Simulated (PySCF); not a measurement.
bromotrifluoromethane (CBrF3), SMILES FC(F)(F)Br. Coordinates come from a B3LYP-D3(BJ)/def2-SVP optimisation.

All values below come from B3LYP-D3(BJ)/def2-SVP (PySCF 2.14.0).

Harmonic wavenumbers (cm⁻¹): 303, 303, 340, 552, 553, 765, 1094, 1253, 1253. Rotational constants (GHz): 5.719, 2.053, 2.053; symmetry number 3.

Problem. Work out the zero-point energy and the ideal-gas rigid-rotor harmonic-oscillator thermochemistry at 298.15 K and 1 atm.

Solution. ZPE = ½ Σ hcν = ½ × 6415 cm⁻¹ = 9.17 kcal/mol. H − E(el) = 12.62 kcal/mol. Entropy in cal/(mol K): translation 40.90, rotation 24.81, vibration 5.46, total 71.17. G − E(el) = -8.60 kcal/mol. Cp = 16.49 cal/(mol K).
